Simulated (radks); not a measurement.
Correlation energies from several functionals, in hartree. Species: Co23+ [He] 2s2; Ti4+ [Ar]. Calculated with a radial shooting solver on a logarithmic mesh with Libxc functionals: non-relativistic Kohn-Sham, PBE, spin-polarised, spherical densities, point nucleus. Every spin shell is full or empty, so the densities are truly spherical. Functionals are evaluated on that one density, not self-consistently.

functional,Co23+,Ti4+
PW92,-0.44933,-1.5857
VWN5,-0.45113,-1.5933
PZ,-0.44991,-1.5827
Chachiyo,-0.44507,-1.5602
PBE,-0.11084,-0.76557
LYP,-0.14031,-0.81472
P86,-0.25522,-0.87775
PW91,-0.14449,-0.84359
OP (B88),-0.16498,-0.79828
TPSS,-0.11310,-0.77004
SCAN,-0.11860,-0.74924
r2SCAN,-0.11906,-0.75694
B95,-0.19579,-0.93050
